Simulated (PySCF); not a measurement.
SMILES C[Si](C)(C)[SiH2][SiH](Cl)Cl (C3H12Cl2Si3) (GFN2-xTB optimised geometry):

```
20

Si    -0.235    -2.394     0.000
Cl     1.809    -2.394     0.000
Cl    -0.801    -3.315     1.729
Si    -0.977    -0.194     0.000
Si     0.113     1.176     1.572
C      1.861     1.615     0.935
C      0.288     0.237     3.227
C     -0.854     2.797     1.881
H     -0.577    -3.365    -1.038
H     -0.821     0.294    -1.382
H     -2.439    -0.241     0.177
H      2.415     2.211     1.655
H      1.815     2.180     0.009
H      2.439     0.716     0.741
H      0.869    -0.671     3.099
H     -0.680    -0.050     3.626
H      0.787     0.838     3.983
H     -1.848     2.595     2.268
H     -0.348     3.436     2.600
H     -0.971     3.365     0.963
```

Method: PBE0/def2-SVP (PySCF).

**Question.** What are the frontier orbital energies and the dipole moment?

**Answer.** HOMO-2 -8.69 eV, HOMO-1 -8.33 eV, HOMO -7.84 eV, LUMO -0.49 eV, LUMO+1 -0.19 eV; dipole moment 2.09 D.

On the same geometry PBE/def2-SVP (PySCF) gives HOMO-2 -7.34 eV, HOMO-1 -7.06 eV, HOMO -6.63 eV, LUMO -1.23 eV, LUMO+1 -0.96 eV; dipole moment 1.99 D.

Meta-Löwdin charges at PBE0/def2-SVP: Si1 0.60, Cl2 -0.28, Cl3 -0.28, Si4 0.06, Si5 0.68, C6 -0.54, C7 -0.54, C8 -0.54, H9 -0.08, H10 -0.06, H11 -0.06, H12 0.12, H13 0.11, H14 0.12, H15 0.12, H16 0.12, H17 0.11, H18 0.12, H19 0.12, H20 0.12.
